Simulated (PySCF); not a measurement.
C₅H₇N (SMILES C#C[C@@H](N)C=C), singlet, at a GFN2-xTB geometry; DF-CAMB3LYP/def2-SVPD (PySCF).

PySCF was given this input:
```python
from pyscf import gto, scf, dft

mol = gto.Mole()
mol.atom = '''
    C     2.095384    0.840692    1.023309
    C     1.198912    0.493558    0.310891
    C     0.086316    0.015060   -0.498097
    N     0.482446   -1.210123   -1.193294
    C    -1.115540   -0.180701    0.398369
    C    -2.275837    0.422348    0.223868
    H     2.889713    1.171266    1.623605
    H    -0.141747    0.765970   -1.266141
    H     0.761959   -1.919178   -0.522856
    H    -0.299857   -1.569990   -1.729613
    H    -0.972989   -0.895200    1.199965
    H    -3.119395    0.236004    0.867403
    H    -2.430214    1.136242   -0.569339
'''
mol.basis = 'def2-svpd'
mol.charge = 0
mol.spin = 0
mol.verbose = 4
mol.max_memory = 1800
mol.build()

mf = dft.RKS(mol)
mf.xc = 'camb3lyp'
mf = mf.density_fit(auxbasis='def2-universal-jkfit')
mf.kernel()
```

Question: Write the output that PySCF gives for this input, abridged.

Answer: 
```
PySCF version 2.14.0

[INPUT] verbose = 4
[INPUT] num. atoms = 13
[INPUT] num. electrons = 44
[INPUT] charge = 0
[INPUT] spin (= nelec alpha-beta = 2S) = 0
[INPUT] symmetry False subgroup None
[INPUT] Mole.unit = angstrom
[INPUT] Symbol           X                Y                Z      unit          X                Y                Z       unit  Magmom
[INPUT]  1 C      2.095384000000   0.840692000000   1.023309000000 AA    3.959701885796   1.588677635113   1.933773750803 Bohr   0.0
[INPUT]  2 C      1.198912000000   0.493558000000   0.310891000000 AA    2.265615327455   0.932689446588   0.587498844592 Bohr   0.0
[INPUT]  3 C      0.086316000000   0.015060000000  -0.498097000000 AA    0.163113600168   0.028459275436  -0.941266913467 Bohr   0.0
[INPUT]  4 N      0.482446000000  -1.210123000000  -1.193294000000 AA    0.911690809892  -2.286801047037  -2.254998846087 Bohr   0.0
[INPUT]  5 C     -1.115540000000  -0.180701000000   0.398369000000 AA   -2.108065080997  -0.341475400435   0.752808306517 Bohr   0.0
[INPUT]  6 C     -2.275837000000   0.422348000000   0.223868000000 AA   -4.300708634152   0.798122049258   0.423049208054 Bohr   0.0
[INPUT]  7 H      2.889713000000   1.171266000000   1.623605000000 AA    5.460766148595   2.213371959015   3.068168784474 Bohr   0.0
[INPUT]  8 H     -0.141747000000   0.765970000000  -1.266141000000 AA   -0.267863008979   1.447473519633  -2.392659725083 Bohr   0.0
[INPUT]  9 H      0.761959000000  -1.919178000000  -0.522856000000 AA    1.439893828147  -3.626720804291  -0.988054642586 Bohr   0.0
[INPUT] 10 H     -0.299857000000  -1.569990000000  -1.729613000000 AA   -0.566647606534  -2.966851118306  -3.268494871487 Bohr   0.0
[INPUT] 11 H     -0.972989000000  -0.895200000000   1.199965000000 AA   -1.838682732214  -1.691682826711   2.267605209064 Bohr   0.0
[INPUT] 12 H     -3.119395000000   0.236004000000   0.867403000000 AA   -5.894802224338   0.445982924302   1.639154109626 Bohr   0.0
[INPUT] 13 H     -2.430214000000   1.136242000000  -0.569339000000 AA   -4.592438884084   2.147186191228  -1.075894782034 Bohr   0.0

nuclear repulsion = 204.38335102284
number of shells = 76
number of NR pGTOs = 250
number of NR cGTOs = 176
basis = def2-svpd
ecp = {}

******** <class 'pyscf.df.df_jk.DFRKS'> ********
method = DFRKS
initial guess = minao
damping factor = 0
level_shift factor = 0
DIIS = <class 'pyscf.scf.diis.CDIIS'>
diis_start_cycle = 1
diis_space = 8
diis_damp = 0
SCF conv_tol = 1e-09
SCF conv_tol_grad = None
SCF max_cycles = 50
direct_scf = False
XC library pyscf.dft.libxc version 7.1.2
    S. Lehtola, C. Steigemann, M. J. T. Oliveira, and M. A. L. Marques,  SoftwareX 7, 1–5 (2018)
XC functionals = camb3lyp
    T. Yanai, D. P. Tew, and N. C. Handy,  Chem. Phys. Lett. 393, 51 (2004)
radial grids:
    Treutler-Ahlrichs [JCP 102, 346 (1995); DOI:10.1063/1.469408] (M4) radial grids

becke partition: Becke, JCP 88, 2547 (1988); DOI:10.1063/1.454033
pruning grids: <function nwchem_prune>
grids dens level: 3
symmetrized grids: False
atomic radii adjust function: <function treutler_atomic_radii_adjust>
small_rho_cutoff = 0
Set gradient conv threshold to 3.16228e-05
Initial guess from minao.
tot grids = 153152
******** <class 'pyscf.df.df.DF'> ********
auxbasis = def2-universal-jkfit
Create RSH-DF object <pyscf.df.df.DF object> for omega=0.33
******** <class 'pyscf.df.df.DF'> ********
auxbasis = auxmol.basis = def2-universal-jkfit
init E= -249.858395887275
  HOMO = -0.290990729892167  LUMO = -0.0529172076737048  gap/eV = 6.47831
cycle= 1 E= -249.034789979162  delta_E= 0.824  |g|= 0.41  |ddm|= 9.95
  HOMO = -0.269714461369079  LUMO = 0.050543388566  gap/eV = 8.71466
cycle= 2 E= -249.052878527428  delta_E= -0.0181  |g|= 0.346  |ddm|=  2.7
  HOMO = -0.315482588800129  LUMO = 0.036808304129639  gap/eV = 9.58632
cycle= 3 E= -249.078299732444  delta_E= -0.0254  |g|= 0.0668  |ddm|= 1.16
  HOMO = -0.315363337399521  LUMO = 0.0329570963989916  gap/eV = 9.47828
cycle= 4 E= -249.079069729208  delta_E= -0.00077  |g|= 0.0359  |ddm|= 0.216
  HOMO = -0.313204684328345  LUMO = 0.0355630478020244  gap/eV = 9.49045
cycle= 5 E= -249.079365307517  delta_E= -0.000296  |g|= 0.0113  |ddm|= 0.121
  HOMO = -0.314221876753267  LUMO = 0.0356936169940099  gap/eV = 9.52169
cycle= 6 E= -249.07939399987  delta_E= -2.87e-05  |g|= 0.00265  |ddm|= 0.0246
  HOMO = -0.314008691740753  LUMO = 0.0355461416346476  gap/eV = 9.51187
cycle= 7 E= -249.079395798829  delta_E= -1.8e-06  |g|= 0.000526  |ddm|= 0.0137
  HOMO = -0.314046963497248  LUMO = 0.0355463785676968  gap/eV = 9.51292
cycle= 8 E= -249.0793958824  delta_E= -8.36e-08  |g|= 0.00015  |ddm|= 0.00289
  HOMO = -0.314048868558747  LUMO = 0.0355558833854892  gap/eV = 9.51323
cycle= 9 E= -249.079395892446  delta_E= -1e-08  |g|= 5.88e-05  |ddm|= 0.00137
  HOMO = -0.314044648891612  LUMO = 0.0355542182061854  gap/eV = 9.51307
cycle= 10 E= -249.079395893544  delta_E= -1.1e-09  |g|= 2.95e-05  |ddm|= 0.000417
  HOMO = -0.314047215779961  LUMO = 0.0355534204902312  gap/eV = 9.51312
cycle= 11 E= -249.079395893902  delta_E= -3.58e-10  |g|= 6.97e-06  |ddm|= 0.000179
  HOMO = -0.314046721958555  LUMO = 0.0355536640642216  gap/eV = 9.51311
Extra cycle  E= -249.07939589392  delta_E= -1.82e-11  |g|= 5.87e-06  |ddm|= 4.01e-05
converged SCF energy = -249.07939589392
```
